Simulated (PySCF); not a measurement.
OsO₄, SMILES [O]=[Os](=[O])(=[O])=[O], multiplicity 1.

The structure is a stationary point at B3LYP-D3(BJ)/def2-SVP. The multiplicity is an assumed one; other spin states were not compared. The isomer is the one that the SMILES or the coordinates give; other isomers of the formula were not compared. The def2 effective core potentials stand for the cores of Os; spin–orbit coupling is left out.

Two levels are set side by side: TDA-PBE/def2-SVPD (PySCF) and TDA-M06-2X/def2-SVPD (PySCF). Vertical, same geometry. The lowest singlet is HOMO→LUMO 95 % with PBE and HOMO→LUMO 92 % with the other functional; states are paired by order. Differences are taken from unrounded values.

| quantity | TDA-M06-2X |
|---|---|
| lowest singlet excitation (eV) | 3.93 |
| lowest triplet excitation (TDA) (eV) | 3.35 |

Question: What does TDA-PBE give, and how far is it from TDA-M06-2X? (The exact figures need the calculation; the answer reports its results.)

Answer: 
```
quantity                              TDA-PBE  TDA-PBE minus TDA-M06-2X
------------------------------------  -------  ------------------------
lowest singlet excitation (eV)           4.12                      0.19
lowest triplet excitation (TDA) (eV)     3.51                      0.16
```

Rough cost on one machine, each run with all the roots and properties that it gave: TDA-M06-2X against TDA-PBE about 7 times.
